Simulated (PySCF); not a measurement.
1,1-difluorobut-2-yne (C4H4F2), SMILES CC#CC(F)F.

Geometry optimised at r2SCAN-D4/def2-SVP.

These are PBE/def2-TZVP in PySCF values and carry that method's errors.

- total energy: -354.20526 hartree
- highest occupied level: -6.90 eV
- lowest empty level: -0.83 eV
- orbital gap: 6.07 eV
- dipole moment: 3.02 D
- quadrupole, principal values (traceless, Buckingham form, about the centre of nuclear charge): -5.84, -2.45, 8.29 D·Å
- mean static polarisability: 50.5 bohr³ (7.49 Å³)
- polarisability, principal values: 37.0, 38.2, 76.4 bohr³
